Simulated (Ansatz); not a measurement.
Start from `[SiH3]B1C[SiH2]1` and change one atom or group to get `[AlH2][CH]1[SiH2]B1[SiH3]`.

Ansatz, PBE0-D4/def2-TZVP geometries, multiplicity 1.  `[AlH2][CH]1[SiH2]B1[SiH3]` holds a close contact that its SMILES doesn't draw: H···Al 1.99 Å.

```
                                      property  `[SiH3]B1C[SiH2]1`
          HOMO–LUMO gap (PBE0/def2-TZVPP) / eV                5.00
         HOMO energy (ωB97M-V/def2-TZVPP) / eV               -8.90
             LUMO energy (PBE/def2-TZVPP) / eV               -2.76
zero-point energy (PBE0-D4/def2-TZVP) / kJ/mol               184.9
         LUMO energy (ωB97M-V/def2-TZVPP) / eV                0.08
            HOMO energy (PBE0/def2-TZVPP) / eV               -6.88
```

Question: What does the change do to each property? (Estimate.)

Answer: Computed: 
```
                                      property  `[AlH2][CH]1[SiH2]B1[SiH3]`  shift
          HOMO–LUMO gap (PBE0/def2-TZVPP) / eV                         5.18   0.18
         HOMO energy (ωB97M-V/def2-TZVPP) / eV                        -9.04  -0.14
             LUMO energy (PBE/def2-TZVPP) / eV                        -2.75   0.01
zero-point energy (PBE0-D4/def2-TZVP) / kJ/mol                        196.7   11.8
         LUMO energy (ωB97M-V/def2-TZVPP) / eV                         0.02  -0.06
            HOMO energy (PBE0/def2-TZVPP) / eV                        -7.06  -0.18
```

The zero-point energy changes by 11.8 kJ/mol with +6 modes.
